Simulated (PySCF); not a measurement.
SCF from a fresh guess for singlet [ScH4]-, at the PBE0 minimum. PySCF input:

```python
from pyscf import gto, scf, dft
mol = gto.M(atom='''
Sc    -0.000000    -0.000000    -0.000000
H      1.551334    -0.000068     1.096959
H     -1.551334    -0.000000     1.096959
H      0.000034     1.551368    -1.096911
H     -0.000034    -1.551300    -1.097007''',
    basis={'Sc': 'def2-TZVPD', 'H': 'def2-TZVPD'},
    charge=-1, spin=0)
mf = dft.RKS(mol, xc='PBE0')
mf.grids.atom_grid = (50, 194)
aux = {'Sc': 'def2-universal-JKFIT', 'H': 'def2-universal-JKFIT'}
mf = mf.density_fit(auxbasis=aux)
mf.conv_tol = 1e-08
mf.diis_space = 10
mf.max_cycle = 60
mf.init_guess = 'minao'
mf.verbose = 4
mf.kernel()
```

Excerpt of the output (cycles and frontier levels):

```
init E= -762.212401928565
  HOMO = -0.39235728228874  LUMO = -0.318134466848147  gap/eV = 2.01971
cycle= 1 E= -761.873253997366  delta_E= 0.339  |g|= 2.08  |ddm|=  2.8
  HOMO = 0.0593443814902608  LUMO = 0.173056331447311  gap/eV = 3.09426
cycle= 2 E= -761.701297994027  delta_E= 0.172  |g|= 2.27  |ddm|= 4.08
  HOMO = -0.0852920214235033  LUMO = 0.128006712840288  gap/eV = 5.80415
cycle= 3 E= -762.845614159804  delta_E= -1.14  |g|= 0.333  |ddm|= 2.17
  HOMO = -0.073170435274551  LUMO = 0.128498052120404  gap/eV = 5.48768
cycle= 4 E= -762.876124585757  delta_E= -0.0305  |g|= 0.0204  |ddm|= 0.445
  HOMO = -0.0871121675349657  LUMO = 0.123903834068052  gap/eV = 5.74204
cycle= 5 E= -762.876354990125  delta_E= -0.00023  |g|= 0.00409  |ddm|= 0.0405
  HOMO = -0.0852706051349266  LUMO = 0.12484421751209  gap/eV = 5.71752
cycle= 6 E= -762.876359845078  delta_E= -4.85e-06  |g|= 0.00112  |ddm|= 0.00417
  HOMO = -0.0854046744417963  LUMO = 0.124731147651574  gap/eV = 5.71809
cycle= 7 E= -762.876360293067  delta_E= -4.48e-07  |g|= 0.000124  |ddm|= 0.00256
  HOMO = -0.085387327585237  LUMO = 0.124747334123049  gap/eV = 5.71806
cycle= 8 E= -762.876360299299  delta_E= -6.23e-09  |g|= 5.55e-06  |ddm|= 0.000191
  HOMO = -0.0853881261335404  LUMO = 0.12474657231594  gap/eV = 5.71806
Extra cycle  E= -762.876360299307  delta_E= -8.75e-12  |g|= 5.7e-06  |ddm|= 2.05e-05
converged SCF energy = -762.876360299307
```

No lower solution of this spin was found by a stability analysis within the restricted form, which does not test spin polarisation.

Stability towards spin polarisation was not tested.

The search for the lowest solution, with the stability check, took 3.5 s on 2 threads of a shared Arm Neoverse N1 host, with 84 basis functions; the process peaked at 0.36 GiB.
